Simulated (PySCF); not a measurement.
## Electric field gradients and quadrupole coupling constants

C2H3BO2S.
Numbering: `[OH:1][B:2]([OH:3])[CH:4]=[C:5]=[S:6]` (hydrogens: H7 on O1; H8 on O3; H9 on C4)

Cartesian coordinates in Å at the PBE0-D3(BJ)/def2-SVP level; atoms count from 1:
```
atom  x, y, z in Å
O1    -0.5957    0.1780   -1.5014
B2    -0.3874   -0.5307   -0.3560
O3    -1.4482   -1.1121    0.2586
C4     1.0164   -0.7230    0.3101
C5     2.0999   -0.1912   -0.2023
S6     3.3368    0.4765   -0.8793
H7     0.2015    0.5575   -1.8822
H8    -2.2664   -0.9398   -0.2209
H9     1.0957   -1.3157    1.2291
```

Field gradients from the PBE0/pcSseg-1 density (PySCF, non-relativistic), principal values in atomic units, ordered |Vxx| ≤ |Vyy| ≤ |Vzz|:

| atom | Vxx | Vyy | Vzz |
| --- | --- | --- | --- |
| O1 | -0.4832 | -0.9154 | 1.3986 |
| B2 | -0.1355 | -0.1746 | 0.3102 |
| O3 | -0.5276 | -0.8519 | 1.3794 |
| S6 | 0.8280 | 1.0907 | -1.9186 |

Q: Find the asymmetry η = (Vxx − Vyy)/Vzz and the couplings χ = eQV/h (234.96 MHz × Q in barn × V in au), with Q(17O) = −0.0256 b, Q(11B) = 0.04059 b, Q(33S) = −0.0678 b.

A: 
```tsv
atom	environment	nucleus	η	χzz (MHz)	χxx (MHz)	χyy (MHz)
O1	boron-bound oxygen	17O	0.31	-8.41	2.91	5.51
B2	three-coordinate boron	11B	0.13	2.958	-1.293	-1.666
O3	boron-bound oxygen	17O	0.24	-8.30	3.17	5.12
S6	sulfur bonded to C	33S	0.14	30.57	-13.19	-17.38
```

The tensor is traceless: Vxx + Vyy + Vzz = 0.

Q: What is Vzz at S6 in SI units (1 au = 9.71736 × 10²¹ V/m²)?

A: -1.9186 au = -18.644 × 10²¹ V/m².

Q: And the gradient at the other heavy atoms, for which no coupling is worked out here?

A: 
```csv
atom,environment,Vzz (au),η
C4,outer carbon of cumulated double bonds,-0.102,0.51
C5,central carbon of cumulated double bonds,0.555,0.92
```

Q: What couplings would deuterons (Q(2H) = 0.00286 b) have in place of the hydrogens, at this geometry?

A: 
```
atom  bonded to  bond length (Å)  Vzz (au)     η  χzz (kHz)
  H7         O1            0.962    0.4712  0.07        317
  H8         O3            0.964    0.4649  0.06        312
  H9         C4            1.096    0.3080  0.07        207
```

The structure is a single PBE0-D3(BJ)/def2-SVP conformer in the gas phase; no vibrational or solvent corrections. With so small a basis the couplings can be 20 % off.

The run behind these numbers computed NMR shieldings as well. On an Arm Neoverse V1 with one thread, shared host, this took 10 s of wall time.
